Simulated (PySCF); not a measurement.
Run record: excited-state job, `C1[C@@H](C=C)[C@@H]1[GeH2][PH2]`.

Method: TDDFT PBE0/def2-SVPD, vertical, gas phase, core orbitals frozen in the response (PySCF 2.14.0, density-fitted response routines). Geometry: GFN2-xTB. The input is one job of a driver script: a line of settings, then coordinates in Å.

Command:
```bash
OMP_NUM_THREADS=1 python probes_run.py task.json out
```

Input:
```
{"job": {"kind": "uv", "xc": "PBE0", "basis": "def2-SVPD", "nstates": 8, "ntriplets": 3}, "charge": 0, "multiplicity": 1}
C     -1.973100     0.088465    -2.244093
C     -1.839731    -0.087238    -0.939734
C     -0.633250    -0.619686    -0.295707
C     -0.749455    -1.432626     0.959763
C     -0.187039    -0.049198     1.032237
Ge     1.727161     0.239233     1.336451
P      2.380369     2.322173     0.603628
H     -1.183027    -0.163025    -2.932550
H     -2.874272     0.487126    -2.676253
H     -2.647189     0.175385    -0.267906
H      0.150117    -0.912411    -0.988726
H     -1.737102    -1.606398     1.362750
H     -0.076678    -2.270349     1.077217
H     -0.842942     0.705738     1.451585
H      2.029704     0.103358     2.813122
H      2.456217    -0.926231     0.693044
H      3.729330     1.994189     0.634158
H      2.262129     1.957813    -0.730616
```

Output:
```
coarse grid: 66920 points
cycle   1  E = -2614.2822156392  dE =  1.274e-01  |g| = 4.886e-01  |ddm| = 6.807e+00
cycle   2  E = -2614.2733455993  dE =  8.870e-03  |g| = 5.485e-01  |ddm| = 1.733e+00
cycle   3  E = -2614.3283973982  dE = -5.505e-02  |g| = 4.151e-02  |ddm| = 9.054e-01
cycle   4  E = -2614.3286455368  dE = -2.481e-04  |g| = 2.855e-02  |ddm| = 1.487e-01
cycle   5  E = -2614.3288525656  dE = -2.070e-04  |g| = 7.751e-03  |ddm| = 6.760e-02
cycle   6  E = -2614.3288690819  dE = -1.652e-05  |g| = 1.785e-03  |ddm| = 1.655e-02
cycle   7  E = -2614.3288698590  dE = -7.771e-07  |g| = 4.423e-04  |ddm| = 3.907e-03
final grid: 140096 points
cycle   8  E = -2614.3287904469  dE = -1.427e-07  |g| = 6.155e-04  |ddm| = 2.005e-02
cycle   9  E = -2614.3287903290  dE =  1.178e-07  |g| = 9.282e-04  |ddm| = 3.486e-03
cycle  10  E = -2614.3287905495  dE = -2.205e-07  |g| = 7.933e-05  |ddm| = 1.816e-03
cycle  11  E = -2614.3287905513  dE = -1.780e-09  |g| = 2.095e-05  |ddm| = 2.095e-04
cycle  12  E = -2614.3287905514  dE = -1.046e-10  |g| = 7.297e-06  |ddm| = 5.540e-05
converged SCF energy = -2614.3287905514

Static polarisability (au): isotropic 118.769, principal 94.429 124.373 137.505

Singlet excitations
state   eV       nm        f      main configurations
  1   6.2789    197.5   0.01264   H->L 0.94
  2   6.5411    189.5   0.07388   H->L+2 0.67, H->L+1 0.24
  3   6.6451    186.6   0.37074   H->L+1 0.52, H->L+2 0.19, H->L+4 0.10
  4   6.6762    185.7   0.04454   H-1->L 0.52, H-1->L+3 0.21, H-1->L+2 0.17
  5   6.7050    184.9   0.05422   H-1->L+3 0.34, H-1->L+2 0.32, H-1->L+1 0.21
  6   6.7980    182.4   0.01179   H->L+3 0.59, H->L+5 0.16
  7   6.8366    181.4   0.17345   H-1->L+2 0.35, H-1->L 0.19, H->L+4 0.12
  8   6.9626    178.1   0.10951   H->L+5 0.32, H->L+3 0.27, H->L+4 0.17

Triplet excitations (Tamm-Dancoff, eV): 4.2586 5.4769 5.8381
```

The SCF starts on a coarse grid where the log names one; the energy can jump when the final grid takes over, and dE then counts from the start density on the new grid. H and L stand for HOMO and LUMO; the number after each pair is its weight.

Problem. Which computed singlet has the largest oscillator strength, and what do all of them sum to?

Solution. State 3 at 6.65 eV (187 nm), f = 0.371; the 8 states sum to 0.851.

Main results: HOMO -6.98 eV, LUMO 0.12 eV; lowest singlet 6.28 eV; lowest triplet 4.26 eV (Tamm–Dancoff); mean polarisability 118.8 au.

 The PBE0/def2-SVPD calculation is non-relativistic and has no spin–orbit coupling, an omission that weighs most on germanium.

The run took 50 s wall on one thread of an Arm Neoverse V2 (shared host), and the process peaked at 1.0 GiB of memory.

One conformer stands for the species.
Labels such as C1 count atoms from 1, the log's own numbers from 0.
